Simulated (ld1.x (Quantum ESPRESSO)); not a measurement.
## niobium ultrasoft: all-electron and pseudo phase curves

```
Element                 : Nb
Generator               : ld1.x (Quantum ESPRESSO) 7.5
Type                    : ultrasoft
Functional              : PBEsol
Relativity              : scalar-relativistic
Frozen core             : [Kr]
Valence charge          : 5
Reference configuration : 4d4 5s0.75 5p0 (charge +0.25)
Partial waves           : 5s (bound): rcut 2.65, rcutus 2.90 bohr; 5s channel at -0.1 Ry: rcut 2.65, rcutus 2.90 bohr; 5p (bound, empty): rcut 3.85, rcutus 4.25 bohr; 5p channel at 5.2 Ry: rcut 3.85, rcutus 4.25 bohr; 4d (bound): rcut 1.45, rcutus 1.75 bohr; 4d channel at 0.35 Ry: rcut 1.45, rcutus 1.75 bohr
Local potential         : all-electron potential smoothed inside 3.25 bohr (lloc = -1)
Core correction         : Bessel-smoothed model core inside 1.15 bohr
Augmentation charge     : PSQ, radius 1.50 bohr
```

The phase is arctan(r·u′/u) with u = r·R(r), unwrapped; energies in Ry, scanned from -2 to 5 Ry. A pole is an energy at which the radial function vanishes at the test radius. The pseudo phase is shifted by a multiple of π to meet the all-electron one at the reference energy, and phase errors are pseudo minus all-electron; the curves can meet again beyond the range given. Levels narrower than the energy grid can be missing from the lists of poles.

Task: For each channel, where are the poles, and over which energies does the pseudopotential scatter like the atom?

Result:

| channel | radius (bohr) | reference energy (Ry) | poles, all-electron | poles, pseudo | unbroken range about the reference energy with phases within 0.05 rad | phase error 1 Ry above the reference energy (rad) |
| --- | --- | --- | --- | --- | --- | --- |
| s | 4.62 | -0.39 | -0.11, 2.29 | 0.20, 2.15, 4.44 | not even at the reference energy | -2.922 |
| p | 4.62 | -0.16 | 0.37, 2.92 | 0.59, 2.57 | not even at the reference energy | +0.020 |
| d | 4.62 | -0.33 | -0.28, 1.36, 4.12 | 0.03, 1.65, 4.48 | not even at the reference energy | -1.800 |

A Bessel basis up to 400 Ry misses an occupied level by 0.30 Ry, so cutoffs and ghosts were not judged. Its overlap operator is not positive definite in a basis up to 400 Ry (lowest eigenvalue s -0.01), so the file is unfit for use: the generalised eigenproblem breaks down once the basis is large enough, and its test numbers describe a broken file. The potential misses its own reference levels by up to 4.1 eV, so it is not fit for use.

Phases in the d channel:

| E (Ry) | all-electron | pseudo |
| --- | --- | --- |
| -2.00 | 1.415 | -1.718 |
| -1.52 | 1.390 | -1.738 |
| -1.04 | 1.347 | -1.769 |
| -0.56 | 1.213 | -1.832 |
| -0.08 | -1.860 | -2.687 |
| 0.40 | -2.898 | -5.189 |
| 0.88 | -4.515 | -7.238 |
| 1.36 | -4.713 | -7.766 |
| 1.84 | -4.832 | -7.899 |
| 2.32 | -5.107 | -8.032 |
| 2.80 | -7.347 | -8.707 |
| 3.28 | -7.725 | -10.721 |
| 3.76 | -7.814 | -10.905 |
| 4.24 | -7.865 | -10.972 |
| 4.72 | -7.914 | -11.017 |
